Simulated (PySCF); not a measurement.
# Levels of Os⁷¹⁺ from EOM-EA-GCCSD

Reference: closed-shell Os⁷²⁺, [He] 2s2; one electron is added. Calculated with PySCF 2.14, two-component X2C-1e with screened spin-orbit coupling, an even-tempered Gaussian basis (16 s from 15 bohr⁻², ratio 2.6; 13 p from 19 bohr⁻², ratio 2.6; 7 d from 20 bohr⁻², ratio 2.8; 4 f from 370 bohr⁻², ratio 2.8); frozen nothing; the 28 highest virtual spinors dropped; of the others 54 kept and the rest restored at second order. No Breit or QED terms. Binding energies in eV.

| level | Koopmans | second order | EOM-CCSD |
| --- | --- | --- | --- |
| 2p1/2 | 20051.2 | 20049.8 | 20045.6 |
| 2p3/2 | 18383.8 | 18384.9 | 18384.9 |

For comparison, the ionisation energy of Os⁷¹⁺ is 20030 ± 60 eV (theoretical estimate listed by NIST; NIST Atomic Spectra Database, ionization energies).

Only part of the computed levels is shown.
